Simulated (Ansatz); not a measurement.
A short molecular-dynamics run on C2H6BN, SMILES `BNC=C`.

```yaml
crystal:
  periodic: [false, false, false]
  atoms:
    - {symbol: B, position_ang: [-0.405537, 1.640356, -0.774072]}
    - {symbol: N, position_ang: [0.080921, 0.661476, 0.092311]}
    - {symbol: C, position_ang: [-0.047555, -0.714162, -0.062083]}
    - {symbol: C, position_ang: [0.425337, -1.626914, 0.779221]}
    - {symbol: H, position_ang: [-0.995401, 1.293662, -1.754797]}
    - {symbol: H, position_ang: [-0.215155, 2.788398, -0.504631]}
    - {symbol: H, position_ang: [0.581463, 0.936430, 0.925673]}
    - {symbol: H, position_ang: [-0.586330, -0.997736, -0.960123]}
    - {symbol: H, position_ang: [0.965032, -1.353270, 1.679607]}
    - {symbol: H, position_ang: [0.280325, -2.679540, 0.581894]}
basis:
  gaussian: {orbitals: def2-SVP}
hamiltonian: {xc: {name: PBE}}
md: {timestep: 1 fs, n_steps: 20, ensemble: nve, temperature: 1000, initial_velocities: maxwell_boltzmann, seed: 430}
```

```sh
$ ansatz run in.yaml --threads 4 --pin off --events-out ev --progress --plain --max-ram 10444MiB
```

| step | time (fs) | potential energy (eV) | kinetic (eV) | T (K) | conserved (eV) |
| --- | --- | --- | --- | --- | --- |
| 0 | 0.0 | -4329.0432 | 1.0341 | 1000 | -4328.0091 |
| 1 | 1.0 | -4328.8543 | 0.8609 | 833 | -4327.9934 |
| 2 | 2.0 | -4328.6093 | 0.6378 | 617 | -4327.9715 |
| 3 | 3.0 | -4328.6018 | 0.6173 | 597 | -4327.9845 |
| 4 | 4.0 | -4328.6707 | 0.6717 | 650 | -4327.9990 |
| 5 | 5.0 | -4328.5939 | 0.6006 | 581 | -4327.9933 |
| 6 | 6.0 | -4328.4234 | 0.4400 | 425 | -4327.9834 |
| 7 | 7.0 | -4328.3012 | 0.3225 | 312 | -4327.9787 |
| 8 | 8.0 | -4328.3052 | 0.3253 | 315 | -4327.9799 |
| 9 | 9.0 | -4328.4216 | 0.4359 | 422 | -4327.9857 |
| 10 | 10.0 | -4328.5635 | 0.5693 | 551 | -4327.9941 |
| 11 | 11.0 | -4328.6099 | 0.6108 | 591 | -4327.9990 |
| 12 | 12.0 | -4328.5198 | 0.5336 | 516 | -4327.9862 |
| 13 | 13.0 | -4328.4889 | 0.5141 | 497 | -4327.9748 |
| 14 | 14.0 | -4328.6584 | 0.6659 | 644 | -4327.9924 |
| 15 | 15.0 | -4328.7876 | 0.7831 | 757 | -4328.0045 |
| 16 | 16.0 | -4328.6839 | 0.6886 | 666 | -4327.9953 |
| 17 | 17.0 | -4328.4586 | 0.4769 | 461 | -4327.9817 |
| 18 | 18.0 | -4328.3114 | 0.3355 | 324 | -4327.9759 |
| 19 | 19.0 | -4328.3343 | 0.3551 | 343 | -4327.9792 |
| 20 | 20.0 | -4328.4770 | 0.4883 | 472 | -4327.9887 |

Velocities are drawn at the set temperature; a run this short doesn't reach equilibrium.

Frames (Å, forces in eV/Å):

```xyz
10
time=0.0 fs
B    -0.406    1.640   -0.774   -0.023    0.147   -0.045
N     0.081    0.661    0.092   -0.157   -0.148   -0.257
C    -0.048   -0.714   -0.062   -0.108    0.511   -0.205
C     0.425   -1.627    0.779    0.199   -0.409    0.355
H    -0.995    1.294   -1.755   -0.237   -0.131   -0.394
H    -0.215    2.788   -0.505    0.074    0.469    0.103
H     0.581    0.936    0.926    0.330    0.189    0.549
H    -0.586   -0.998   -0.960   -0.310   -0.149   -0.517
H     0.965   -1.353    1.680    0.308    0.141    0.513
H     0.280   -2.680    0.582   -0.077   -0.619   -0.102
10
time=1.0 fs
B    -0.403    1.636   -0.779    0.006    1.141    0.180
N     0.076    0.662    0.090    0.550    0.319    0.903
C    -0.046   -0.704   -0.052    0.065   -0.081   -0.131
C     0.431   -1.638    0.773   -0.608    1.471   -0.957
H    -1.008    1.241   -1.729   -0.241    0.017   -0.521
H    -0.209    2.834   -0.499   -0.109   -0.606   -0.207
H     0.573    0.941    0.947   -0.026    0.046   -0.122
H    -0.563   -0.968   -0.956   -0.572   -0.355   -0.836
H     0.932   -1.374    1.640    1.355    0.666    2.276
H     0.255   -2.642    0.610   -0.420   -2.617   -0.585
10
time=2.0 fs
B    -0.400    1.633   -0.784   -0.102    1.721    0.192
N     0.072    0.663    0.087    1.131    0.790    1.891
C    -0.044   -0.694   -0.041    0.036   -0.731   -0.405
C     0.435   -1.648    0.766   -0.989    2.486   -1.737
H    -1.024    1.189   -1.709   -0.152    0.221   -0.500
H    -0.203    2.873   -0.496   -0.232   -1.344   -0.428
H     0.564    0.946    0.966   -0.290   -0.065   -0.670
H    -0.544   -0.942   -0.959   -0.636   -0.455   -0.823
H     0.911   -1.387    1.621    1.915    0.949    3.284
H     0.226   -2.630    0.633   -0.681   -3.573   -0.805
10
time=3.0 fs
B    -0.397    1.632   -0.789   -0.309    1.891    0.061
N     0.068    0.664    0.087    1.478    1.190    2.494
C    -0.042   -0.684   -0.031   -0.202   -1.322   -1.039
C     0.439   -1.656    0.757   -0.802    1.948   -1.092
H    -1.041    1.140   -1.693    0.011    0.470   -0.374
H    -0.200    2.900   -0.497   -0.299   -1.752   -0.559
H     0.552    0.950    0.980   -0.379   -0.096   -0.926
H    -0.532   -0.921   -0.971   -0.512   -0.454   -0.471
H     0.909   -1.392    1.635    1.526    0.693    2.610
H     0.190   -2.652    0.649   -0.512   -2.569   -0.704
10
time=4.0 fs
B    -0.394    1.632   -0.794   -0.552    1.723   -0.113
N     0.066    0.667    0.088    1.565    1.466    2.641
C    -0.040   -0.676   -0.022   -0.521   -1.786   -1.802
C     0.443   -1.662    0.748   -0.408    0.617    0.515
H    -1.057    1.094   -1.681    0.203    0.730   -0.215
H    -0.199    2.910   -0.503   -0.319   -1.877   -0.616
H     0.536    0.953    0.984   -0.286   -0.036   -0.843
H    -0.525   -0.903   -0.987   -0.302   -0.403    0.046
H     0.921   -1.391    1.673    0.608    0.128    0.892
H     0.149   -2.698    0.657    0.012   -0.562   -0.504
10
time=5.0 fs
B    -0.392    1.634   -0.799   -0.774    1.279   -0.258
N     0.065    0.670    0.090    1.413    1.573    2.340
C    -0.039   -0.669   -0.014   -0.775   -2.109   -2.422
C     0.446   -1.668    0.739   -0.147   -0.503    2.005
H    -1.072    1.056   -1.671    0.377    0.959   -0.085
H    -0.202    2.902   -0.515   -0.299   -1.739   -0.608
H     0.518    0.956    0.981   -0.035    0.110   -0.437
H    -0.520   -0.890   -1.002   -0.110   -0.347    0.522
H     0.939   -1.387    1.720   -0.201   -0.363   -0.690
H     0.109   -2.750    0.661    0.551    1.140   -0.367
10
time=6.0 fs
B    -0.391    1.637   -0.804   -0.949    0.576   -0.345
N     0.064    0.674    0.095    1.087    1.500    1.690
C    -0.038   -0.664   -0.008   -0.880   -2.297   -2.737
C     0.448   -1.674    0.732   -0.078   -1.077    2.903
H    -1.083    1.026   -1.662    0.499    1.122   -0.016
H    -0.208    2.877   -0.533   -0.237   -1.309   -0.532
H     0.500    0.960    0.973    0.314    0.313    0.196
H    -0.517   -0.880   -1.012    0.005   -0.310    0.828
H     0.956   -1.388    1.760   -0.692   -0.653   -1.688
H     0.074   -2.791    0.661    0.931    2.134   -0.299
10
time=7.0 fs
B    -0.390    1.641   -0.810   -1.070   -0.396   -0.380
N     0.064    0.680    0.100    0.721    1.299    0.945
C    -0.038   -0.660   -0.005   -0.811   -2.357   -2.697
C     0.451   -1.681    0.727   -0.146   -1.145    3.238
H    -1.090    1.008   -1.653    0.552    1.200   -0.020
H    -0.215    2.840   -0.556   -0.128   -0.540   -0.385
H     0.484    0.967    0.967    0.636    0.496    0.814
H    -0.514   -0.873   -1.015    0.024   -0.299    0.912
H     0.965   -1.395    1.784   -0.911   -0.775   -2.157
H     0.047   -2.812    0.658    1.134    2.518   -0.270
10
time=8.0 fs
B    -0.391    1.644   -0.816   -1.135   -1.589   -0.365
N     0.065    0.686    0.106    0.489    1.081    0.470
C    -0.039   -0.659   -0.003   -0.574   -2.294   -2.307
C     0.454   -1.689    0.724   -0.292   -0.790    3.125
H    -1.091    1.001   -1.645    0.526    1.175   -0.102
H    -0.224    2.797   -0.583    0.027    0.553   -0.175
H     0.475    0.979    0.969    0.769    0.544    1.069
H    -0.510   -0.868   -1.009   -0.056   -0.312    0.765
H     0.966   -1.409    1.787   -0.924   -0.775   -2.213
H     0.032   -2.808    0.653    1.170    2.408   -0.267
10
time=9.0 fs
B    -0.392    1.645   -0.822   -1.111   -2.744   -0.262
N     0.066    0.693    0.113    0.477    0.920    0.466
C    -0.040   -0.659   -0.004   -0.192   -2.113   -1.612
C     0.456   -1.698    0.725   -0.469   -0.018    2.603
H    -1.087    1.005   -1.637    0.413    1.035   -0.263
H    -0.233    2.760   -0.611    0.197    1.741    0.044
H     0.472    0.996    0.982    0.638    0.394    0.780
H    -0.507   -0.867   -0.995   -0.224   -0.345    0.409
H     0.958   -1.430    1.769   -0.740   -0.662   -1.867
H     0.027   -2.782    0.645    1.011    1.792   -0.297
10
time=10.0 fs
B    -0.394    1.645   -0.828   -0.933   -3.326    0.013
N     0.068    0.701    0.120    0.599    0.781    0.767
C    -0.042   -0.661   -0.005    0.279   -1.827   -0.715
C     0.458   -1.707    0.727   -0.643    1.214    1.614
H    -1.079    1.019   -1.631    0.212    0.776   -0.503
H    -0.240    2.740   -0.639    0.312    2.508    0.176
H     0.476    1.016    1.001    0.339    0.108    0.132
H    -0.506   -0.869   -0.978   -0.449   -0.386   -0.082
H     0.943   -1.458    1.733   -0.306   -0.415   -1.012
H     0.033   -2.738    0.634    0.591    0.567   -0.391
10
time=11.0 fs
B    -0.398    1.641   -0.835   -0.556   -2.880    0.491
N     0.070    0.709    0.127    0.700    0.574    1.044
C    -0.043   -0.664   -0.008    0.737   -1.461    0.183
C     0.460   -1.714    0.730   -0.840    2.808    0.107
H    -1.069    1.041   -1.631   -0.058    0.422   -0.801
H    -0.244    2.743   -0.665    0.306    2.379    0.165
H     0.484    1.038    1.022    0.033   -0.185   -0.525
H    -0.509   -0.875   -0.961   -0.655   -0.406   -0.542
H     0.925   -1.490    1.688    0.436   -0.023    0.463
H     0.044   -2.689    0.620   -0.103   -1.227   -0.584
10
time=12.0 fs
B    -0.401    1.635   -0.841   -0.059   -1.583    1.046
N     0.072    0.717    0.135    0.677    0.256    1.063
C    -0.043   -0.669   -0.010    1.039   -1.046    0.819
C     0.461   -1.720    0.734   -1.179    4.139   -1.646
H    -1.060    1.066   -1.638   -0.330    0.048   -1.087
H    -0.245    2.770   -0.690    0.195    1.449    0.069
H     0.491    1.058    1.038   -0.171   -0.390   -0.947
H    -0.519   -0.884   -0.950   -0.737   -0.367   -0.757
H     0.912   -1.522    1.647    1.357    0.410    2.274
H     0.054   -2.652    0.600   -0.792   -2.916   -0.835
10
time=13.0 fs
B    -0.405    1.627   -0.846    0.371   -0.106    1.450
N     0.075    0.726    0.144    0.493   -0.164    0.739
C    -0.043   -0.674   -0.011    1.070   -0.597    1.011
C     0.461   -1.722    0.736   -1.639    4.193   -2.720
H    -1.054    1.093   -1.656   -0.493   -0.234   -1.229
H    -0.244    2.810   -0.714    0.052    0.261   -0.011
H     0.497    1.074    1.045   -0.227   -0.465   -1.033
H    -0.536   -0.898   -0.946   -0.619   -0.241   -0.606
H     0.911   -1.550    1.628    1.904    0.608    3.310
H     0.056   -2.642    0.572   -0.913   -3.254   -0.910
10
time=14.0 fs
B    -0.409    1.619   -0.850    0.576    1.012    1.527
N     0.078    0.735    0.153    0.149   -0.661    0.074
C    -0.042   -0.680   -0.012    0.829   -0.111    0.796
C     0.459   -1.721    0.736   -1.785    2.826   -2.268
H    -1.052    1.116   -1.685   -0.451   -0.344   -1.102
H    -0.242    2.853   -0.738   -0.064   -0.739   -0.025
H     0.501    1.086    1.042   -0.124   -0.398   -0.770
H    -0.558   -0.913   -0.947   -0.328   -0.047   -0.176
H     0.928   -1.573    1.640    1.532    0.434    2.562
H     0.050   -2.664    0.535   -0.335   -1.971   -0.618
10
time=15.0 fs
B    -0.412    1.612   -0.852    0.537    1.636    1.257
N     0.081    0.743    0.163   -0.325   -1.209   -0.855
C    -0.040   -0.686   -0.012    0.430    0.416    0.380
C     0.457   -1.717    0.735   -1.410    0.950   -0.829
H    -1.055    1.137   -1.725   -0.210   -0.298   -0.690
H    -0.241    2.888   -0.762   -0.135   -1.404    0.021
H     0.504    1.094    1.031    0.120   -0.207   -0.211
H    -0.584   -0.929   -0.951    0.028    0.165    0.321
H     0.960   -1.591    1.677    0.544    0.141    0.715
H     0.040   -2.704    0.493    0.420   -0.190   -0.109
10
time=16.0 fs
B    -0.414    1.607   -0.853    0.357    1.877    0.777
N     0.084    0.750    0.171   -0.838   -1.739   -1.845
C    -0.038   -0.692   -0.012    0.016    0.964   -0.016
C     0.453   -1.713    0.732   -0.803   -0.685    0.525
H    -1.060    1.155   -1.771    0.125   -0.188   -0.114
H    -0.242    2.910   -0.786   -0.166   -1.753    0.100
H     0.507    1.100    1.019    0.427    0.039    0.454
H    -0.610   -0.943   -0.951    0.340    0.344    0.699
H     0.998   -1.608    1.721   -0.398   -0.030   -0.952
H     0.035   -2.747    0.449    0.941    1.172    0.372
10
time=17.0 fs
B    -0.416    1.603   -0.854    0.161    1.872    0.261
N     0.087    0.757    0.179   -1.219   -2.118   -2.546
C    -0.035   -0.697   -0.011   -0.304    1.487   -0.248
C     0.448   -1.709    0.730   -0.224   -1.836    1.377
H    -1.064    1.170   -1.819    0.430   -0.098    0.463
H    -0.244    2.916   -0.809   -0.166   -1.838    0.195
H     0.515    1.106    1.011    0.630    0.200    0.883
H    -0.632   -0.954   -0.944    0.537    0.462    0.866
H     1.031   -1.625    1.756   -1.016   -0.063   -1.970
H     0.038   -2.778    0.409    1.171    1.933    0.719
10
time=18.0 fs
B    -0.418    1.601   -0.854    0.021    1.682   -0.166
N     0.089    0.761    0.185   -1.307   -2.227   -2.669
C    -0.033   -0.700   -0.011   -0.461    1.929   -0.239
C     0.443   -1.707    0.729    0.235   -2.475    1.760
H    -1.063    1.185   -1.862    0.638   -0.067    0.926
H    -0.248    2.904   -0.830   -0.137   -1.679    0.291
H     0.529    1.115    1.011    0.570    0.154    0.792
H    -0.649   -0.961   -0.929    0.586    0.505    0.796
H     1.055   -1.642    1.772   -1.326   -0.020   -2.413
H     0.053   -2.790    0.376    1.180    2.197    0.921
10
time=19.0 fs
B    -0.420    1.600   -0.855   -0.047    1.289   -0.443
N     0.089    0.764    0.188   -1.113   -2.090   -2.283
C    -0.032   -0.703   -0.011   -0.419    2.246    0.046
C     0.439   -1.706    0.730    0.552   -2.579    1.763
H    -1.057    1.200   -1.896    0.728   -0.096    1.224
H    -0.253    2.875   -0.849   -0.077   -1.258    0.381
H     0.548    1.124    1.019    0.257   -0.080    0.247
H    -0.660   -0.962   -0.907    0.475    0.472    0.499
H     1.066   -1.660    1.764   -1.377    0.059   -2.405
H     0.079   -2.782    0.351    1.021    2.038    0.972
10
time=20.0 fs
B    -0.422    1.601   -0.856   -0.053    0.637   -0.550
N     0.089    0.766    0.191   -0.808   -1.848   -1.733
C    -0.030   -0.703   -0.012   -0.184    2.411    0.578
C     0.435   -1.708    0.732    0.688   -2.071    1.416
H    -1.043    1.213   -1.919    0.708   -0.174    1.348
H    -0.258    2.835   -0.864    0.021   -0.536    0.456
H     0.570    1.133    1.029   -0.142   -0.362   -0.414
H    -0.667   -0.960   -0.880    0.219    0.372    0.022
H     1.064   -1.678    1.734   -1.154    0.155   -1.953
H     0.115   -2.754    0.336    0.706    1.416    0.828
```

Run time 11 s (4 threads of an AMD EPYC 7R43 on a shared host); peak host memory 0.41 GiB.
